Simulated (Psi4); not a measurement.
Computed with Psi4 with SAPT0/jun-cc-pVDZ, frozen core.

Psi4 input:

```
molecule {
0 1
C 1.46445952 -0.05375350 0.01891086
Se 0.03253704 0.34208030 -1.26115833
C -1.46426811 0.05597006 -0.02689128
H 1.37243455 -1.07589484 0.37997030
H 2.40640378 0.06032232 -0.51328973
H 1.42907059 0.64787597 0.84961151
H -1.45859338 -0.96905131 0.33768374
H -2.37806693 0.23677724 -0.58883343
H -1.40397705 0.75567376 0.80399637
--
0 1
S 2.88382669 3.04140938 -1.86992732
H 2.91639710 2.68125739 -3.16289343
H 1.65068167 2.53872567 -1.69906459
units angstrom
symmetry c1
no_reorient
no_com
}
set basis jun-cc-pvdz
set scf_type df
set freeze_core true
energy('sapt0')
```

Part of the output:

```
    SAPT Results
  --------------------------------------------------------------------------------------------------------
    Electrostatics                 -6.25281975 [mEh]      -3.92370363 [kcal/mol]     -16.41677598 [kJ/mol]
      Elst10,r                     -6.25281975 [mEh]      -3.92370363 [kcal/mol]     -16.41677598 [kJ/mol]

    Exchange                        8.99377376 [mEh]       5.64367824 [kcal/mol]      23.61314975 [kJ/mol]
      Exch10                        8.99377376 [mEh]       5.64367824 [kcal/mol]      23.61314975 [kJ/mol]
      Exch10(S^2)                   8.93122964 [mEh]       5.60443121 [kcal/mol]      23.44894020 [kJ/mol]

    Induction                      -2.06221678 [mEh]      -1.29406057 [kcal/mol]      -5.41434942 [kJ/mol]
      Ind20,r                      -5.01288505 [mEh]      -3.14563286 [kcal/mol]     -13.16132788 [kJ/mol]
      Exch-Ind20,r                  4.23581193 [mEh]       2.65801211 [kcal/mol]      11.12112268 [kJ/mol]
      delta HF,r (2)               -1.28514367 [mEh]      -0.80643983 [kcal/mol]      -3.37414423 [kJ/mol]

    Dispersion                     -3.56250395 [mEh]      -2.23550498 [kcal/mol]      -9.35335284 [kJ/mol]
      Disp20                       -4.18471720 [mEh]      -2.62594969 [kcal/mol]     -10.98697350 [kJ/mol]
      Exch-Disp20                   0.62221325 [mEh]       0.39044471 [kcal/mol]       1.63362067 [kJ/mol]
      Disp20 (SS)                  -2.09235860 [mEh]      -1.31297485 [kcal/mol]      -5.49348675 [kJ/mol]
      Disp20 (OS)                  -2.09235860 [mEh]      -1.31297485 [kcal/mol]      -5.49348675 [kJ/mol]
      Exch-Disp20 (SS)              0.33019802 [mEh]       0.20720239 [kcal/mol]       0.86693478 [kJ/mol]
      Exch-Disp20 (OS)              0.29201523 [mEh]       0.18324232 [kcal/mol]       0.76668588 [kJ/mol]

  Total HF                          0.67873723 [mEh]       0.42591404 [kcal/mol]       1.78202434 [kJ/mol]
  Total SAPT0                      -2.88376673 [mEh]      -1.80959094 [kcal/mol]      -7.57132849 [kJ/mol]
```
